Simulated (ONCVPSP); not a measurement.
palladium (Pd), ONCV: configuration errors across variants

- Element: Pd (Z = 46)
- Generator: ONCVPSP 4.0.1
- Type: optimised norm-conserving Vanderbilt (ONCV)
- Functional: LDA (Perdew-Wang 92)
- Relativity: scalar-relativistic
- Frozen core: [Ar] 3d10
- Valence charge: 18
- Reference configuration: 4s2 4p6 4d8.5 (charge +1.5)
- Partial waves: 4s: rc 1.50 bohr, ncon 4, nbas 7, qcut 10 1/bohr, 2 projectors, debl 1.3 Ha; 4p: rc 1.35 bohr, ncon 4, nbas 9, qcut 12.9 1/bohr, 2 projectors, debl 4 Ha; 4d: rc 1.45 bohr, ncon 4, nbas 8, qcut 7.1 1/bohr, 2 projectors, debl 2.1 Ha; f scattering state at 0.4 Ha: rc 1.30 bohr, ncon 4, nbas 8, qcut 8.2 1/bohr, 1 projector
- Local potential: polynomial inside 1.10 bohr (lpopt 5, dvloc0 2 Ha)
- Core correction: Teter function, fcfact 2, rcfact 1.55

In the s channel the program set the typed energies aside and used -3.800, 0.250 Ha.

All-electron excitation energies from the reference (eV): (1) 4s2 4p6 4d10 -18.341; (2) 4s2 4p6 4d9 -8.954; (3) 4s2 4p6 4d8 12.129; (4) 4s2 4p6 4d7 46.728.

2 further variants failed, have other tests or another functional or relativity, and are left out.

Errors AE − PS in meV (a dash: test not solved or not reliable):

```csv
change,(1),(2),(3),(4),bound ghosts,GHOST(+) flags above zero
base,+0.8,+0.8,-1.0,-0.1,none,s
f: qcut 8.8,+0.8,+0.8,-1.0,-0.1,none,s
p: nproj 3,+0.8,+0.8,-1.0,-0.1,none,s
"core correction Teter function, fcfact 2, rcfact 1.08",+1.0,+0.8,-0.9,+0.9,none,s
```

Question: Give the same row for: s: qcut 8.9; p: qcut 11.5; d: qcut 6.3; f: qcut 7.3.

Answer: +0.5, +0.7, -0.7, +3.2; bound ghosts: none; GHOST(+) flags above zero: s, d.
